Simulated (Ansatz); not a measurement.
# Molecular dynamics of CH₅AlBNO

Input:

```yaml
crystal:
  periodic: [false, false, false]
  atoms:
    - { symbol: B, position_ang: [-1.217089, 0.309125, -0.483552] }
    - { symbol: C, position_ang: [-0.457257, -0.833363, 0.3805] }
    - { symbol: "N", position_ang: [0.973907, -0.39659, 0.467455] }
    - { symbol: Al, position_ang: [1.173684, 1.092883, -0.371064] }
    - { symbol: O, position_ang: [-0.472173, 1.338808, -0.916146] }
    - { symbol: H, position_ang: [-2.366954, 0.244008, -0.723212] }
    - { symbol: H, position_ang: [-0.555335, -1.829144, -0.103604] }
    - { symbol: H, position_ang: [-0.91658, -0.942489, 1.386786] }
    - { symbol: H, position_ang: [1.597749, -1.035169, 0.99936] }
    - { symbol: H, position_ang: [2.323148, 2.000932, -0.633623] }
magnetization:
  spin_polarized: true
basis:
  gaussian: { orbitals: STO-3G }
hamiltonian:
  xc: b3lyp
  dispersion: d4
md:
  timestep: 1.0
  n_steps: 166
  ensemble: nvt_langevin
  temperature: 500.0
  initial_velocities: maxwell_boltzmann
  seed: 738195
  friction: 0.005
```

Launched with:

```bash
$ ansatz run input.yaml --threads 1 --pin off --max-ram 2048MiB --backend cpu --events-out ev --progress --plain --runs-dir out
```

It starts from a relaxed structure.

Output, in part (step lines, the closing report, with atoms numbered from 0):

```
md step     0: t =     0.00 fs  T =   450.0 K  F+E_penalty+E_count = -11784.08990603 eV  E_kin = 0.581670 eV  (25 SCF iters)
[... lines left out ...]
Total energy: -11783.66516155 eV, -433.0417074317 hartree
Atom 0 at    -1.142706     0.415252     0.213407 Å, force    -1.559523    -0.791287     1.517772 eV/Å
Atom 1 at    -0.644786    -1.014637     0.794782 Å, force     0.473675    -0.806089    -3.402416 eV/Å
Atom 2 at     0.799564    -1.095387     0.449319 Å, force     1.244359     0.409964    -0.556246 eV/Å
Atom 3 at     1.309410     0.430460    -0.165485 Å, force    -0.646037     0.217831     0.142996 eV/Å
Atom 4 at    -0.239648     1.309351    -0.118703 Å, force     1.791206     0.281412    -0.780642 eV/Å
Atom 5 at    -2.284689     0.663501     0.204856 Å, force    -0.279100     0.132069    -0.106718 eV/Å
Atom 6 at    -1.152235    -1.897562     0.375526 Å, force    -0.499964     0.094997    -0.692172 eV/Å
Atom 7 at    -0.751400    -1.206936     1.806700 Å, force    -0.646214     0.232108     3.638665 eV/Å
Atom 8 at     1.220674    -2.039943     0.322302 Å, force    -0.247952    -0.000834     0.387433 eV/Å
Atom 9 at     2.606694     0.965444    -0.603494 Å, force     0.369550     0.229830    -0.148671 eV/Å
Dipole moment:     0.513383    -0.165423    -0.121411 e Å
```

The steps, from the saved trajectory:

```csv
time (fs),T (K),potential energy less start (eV)
0.0,450,0.000
5.0,301,0.228
10.0,287,0.244
15.0,340,0.191
20.0,348,0.194
25.0,237,0.302
30.0,352,0.199
35.0,366,0.169
40.0,290,0.254
45.0,324,0.243
50.0,301,0.257
55.0,401,0.228
60.0,329,0.319
65.0,444,0.225
70.0,417,0.240
75.0,355,0.288
80.0,386,0.281
85.0,335,0.381
90.0,434,0.328
95.0,385,0.431
100.0,413,0.362
105.0,447,0.337
110.0,457,0.384
115.0,571,0.315
120.0,332,0.665
125.0,507,0.390
130.0,293,0.680
135.0,427,0.402
140.0,376,0.494
145.0,437,0.429
150.0,392,0.423
155.0,369,0.452
160.0,365,0.436
165.0,389,0.458
```

All steps were run. The mean temperature of the second half is 16 % below the set value. A run of 0.17 ps of so small a system gives no equilibrium averages. Limits of this set-up: minimal basis.

The same pairs are bonded in the first frame and the last. Pairs count as bonded within 1.25 times the sum of covalent radii (0.12 Å more for H–H).

Last frame:

```xyz
10
Properties=species:S:1:pos:R:3
B -1.143 0.415 0.213
C -0.645 -1.015 0.795
N 0.800 -1.095 0.449
Al 1.309 0.430 -0.166
O -0.240 1.309 -0.119
H -2.285 0.663 0.205
H -1.152 -1.898 0.376
H -0.751 -1.207 1.807
H 1.221 -2.040 0.322
H 2.607 0.965 -0.604
```

Run time: 2.9 min on 1 thread of AMD EPYC 9R45 96-Core Processor (Zen 5) (shared host), peak memory 0.15 GiB.
